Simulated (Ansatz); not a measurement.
Na7S3⁺, 10 atoms. Hardware: 4 threads of Arm Neoverse N1 on a shared host.

Correlated methods freeze 22 core orbitals; core or outer-core shells of Na are correlated, in sets that lack core-valence functions.

Q: How many basis functions does each of these Ansatz runs have, and roughly what does it cost? r2SCAN-D4/def2-SVP, charge 1 singlet, relaxation, 4 steps; HF/def2-TZVP, charge 1 singlet, energy, from earlier orbitals; PBE0-D4/def2-SVP, charge 1 singlet, energy, from earlier orbitals; LDA (SPW92)/def2-TZVP, charge 1 singlet, energy, from earlier orbitals; r2SCAN-D4/def2-TZVP, charge 1 singlet, energy, from earlier orbitals; PBE0-D4/def2-TZVP, charge 1 singlet, energy, from earlier orbitals; CCSD(T)/def2-SVP, charge 1 singlet, energy, from earlier orbitals; BHLYP-D4/def2-TZVP, charge 1 singlet, energy, from earlier orbitals; MP2/def2-TZVP, charge 1 singlet, energy, from earlier orbitals; PBE-D4/def2-TZVP, charge 1 singlet, energy and forces, from earlier orbitals; PBE-D4/def2-SVP, charge 1 singlet, energy, from earlier orbitals.

A: Other jobs shared the machine, so times can vary by a factor of up to 3. A dash marks memory too small to be measured apart from the calling script's.

| run | functions | fitting or Cholesky vectors | wall time | peak host memory (GiB) |
| --- | --- | --- | --- | --- |
| PBE-D4/def2-SVP, charge 1 singlet, energy, from earlier orbitals | 159 | 1840 | 7.5 s | – |
| LDA (SPW92)/def2-TZVP, charge 1 singlet, energy, from earlier orbitals | 335 | 2722 | 8.5 s | 0.97 |
| PBE0-D4/def2-SVP, charge 1 singlet, energy, from earlier orbitals | 159 | 1419 | 10 s | – |
| PBE-D4/def2-TZVP, charge 1 singlet, energy and forces, from earlier orbitals | 335 | 2722 | 18 s | 0.98 |
| HF/def2-TZVP, charge 1 singlet, energy, from earlier orbitals | 335 | 3206 | 26 s | 2 |
| MP2/def2-TZVP, charge 1 singlet, energy, from earlier orbitals | 335 | 2648 | 32 s | 1.6 |
| BHLYP-D4/def2-TZVP, charge 1 singlet, energy, from earlier orbitals | 335 | 2940 | 37 s | 2 |
| r2SCAN-D4/def2-TZVP, charge 1 singlet, energy, from earlier orbitals | 335 | 2722 | 37 s | 1.1 |
| PBE0-D4/def2-TZVP, charge 1 singlet, energy, from earlier orbitals | 335 | 2815 | 40 s | 2 |
| r2SCAN-D4/def2-SVP, charge 1 singlet, relaxation, 4 steps | 159 | 1840 | 46 s | – |
| CCSD(T)/def2-SVP, charge 1 singlet, energy, from earlier orbitals | 159 | 1419 | 3.5 min | 1.9 |
